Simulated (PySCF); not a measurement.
# Excitation energy of Ar⁺ by level of theory

Ar⁺ [Ne] 3s2 3p5 (2P) → Ar⁺ [Ne] 3s2 3p4 3d1 (high-spin determinant), as a difference of total energies. Calculation: PySCF 2.14, in aug-cc-pCVTZ-DK (8s7p5d3f, 75 functions); the spin-free X2C one-electron Hamiltonian (Gaussian nucleus). Correlated levels: valence: [Ne] frozen; valence and next inner shell: 1s2 frozen; nothing frozen. The calculations carry no spin-orbit coupling.

```json
{"method": "UHF", "excitation energy (eV)": "16.217"}
{"method": "LDA", "excitation energy (eV)": "16.876"}
{"method": "PBE", "excitation energy (eV)": "16.572"}
{"method": "PBE0", "excitation energy (eV)": "16.665"}
{"method": "r2SCAN", "excitation energy (eV)": "16.756"}
{"method": "TPSSh", "excitation energy (eV)": "16.653"}
{"method": "M06-2X", "excitation energy (eV)": "17.152"}
{"method": "B97-3", "excitation energy (eV)": "17.026"}
{"method": "B3LYP", "excitation energy (eV)": "16.803"}
{"method": "MP2 (valence)", "excitation energy (eV)": "17.050"}
{"method": "SCS-MP2 (valence)", "excitation energy (eV)": "17.150"}
{"method": "MP2 (valence and next inner shell)", "excitation energy (eV)": "17.104"}
{"method": "SCS-MP2 (valence and next inner shell)", "excitation energy (eV)": "17.194"}
{"method": "MP2 (all electrons)", "excitation energy (eV)": "17.107"}
{"method": "SCS-MP2 (all electrons)", "excitation energy (eV)": "17.195"}
```

Problem. How much does correlation contribute at MP2 (all electrons)?

Solution. 17.107 − (16.217) = 0.890 eV, measured against UHF.

The promoted electron is Rydberg-like, and one or two diffuse shells describe it only roughly, which tends to raise the upper state.

The determinant of the upper state mixes LS terms, which raises its energy above the lowest term, most at the Hartree-Fock and MP2 levels.
